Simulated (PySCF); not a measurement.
Problem. Write Cartesian coordinates for `C([C+](C)/C=C\C=C)#C` as optimised with B3LYP/def2-SV(P). (Charge +1.)

Solution. 
```xyz
17
C8H9 angstrom
C     -1.389    2.237    0.087
C     -1.339    1.023   -0.007
C     -1.427   -0.379   -0.133
C     -2.806   -0.922   -0.353
C     -0.334   -1.260   -0.076
C      1.025   -0.984    0.112
C      1.697    0.257    0.309
C      3.051    0.275    0.471
H     -1.425    3.313    0.171
H     -3.484   -0.572    0.449
H     -3.219   -0.514   -1.297
H     -2.819   -2.021   -0.396
H     -0.586   -2.318   -0.197
H      1.674   -1.870    0.108
H      1.135    1.192    0.331
H      3.592    1.216    0.624
H      3.644   -0.648    0.455
```

Orientation and origin are arbitrary. Atoms count from 1 in this order. C5 (carbon bonded to 2 C and H) is planar (angles 129.5°, 115.4° and 115.0°, sum 360.0°, 0.00 Å off the plane of its three neighbours). C3 (carbon bonded to 3 C) is planar (angles 124.9°, 119.6° and 115.5°, sum 360.0°, 0.00 Å off the plane of its three neighbours). The 8 heavy atoms lie in one plane (0.003 Å rms). The 7 C–C bonds span 1.219 Å (C1≡C2, drawn triple) to 1.499 Å (C3–C4, drawn single), a spread of 0.280 Å.

Bonds between heavy atoms (Å): C1≡C2 1.219, C2–C3 1.410, C3–C4 1.499, C3–C5 1.405, C5=C6 1.400, C6–C7 1.425, C7=C8 1.363.

Method: PySCF, B3LYP/def2-SV(P) geometry optimisation, gas phase.

Point group: near Cs, missed by 0.12 Å at most; the miss may be what the optimiser left on a soft mode. Not checked by B3LYP/def2-SV(P) frequencies. The structure is a single B3LYP/def2-SV(P) conformer in the gas phase; no vibrational or solvent corrections. Torsions: C2–C3–C5–C6 0°, C5–C6–C7–C8 180°.
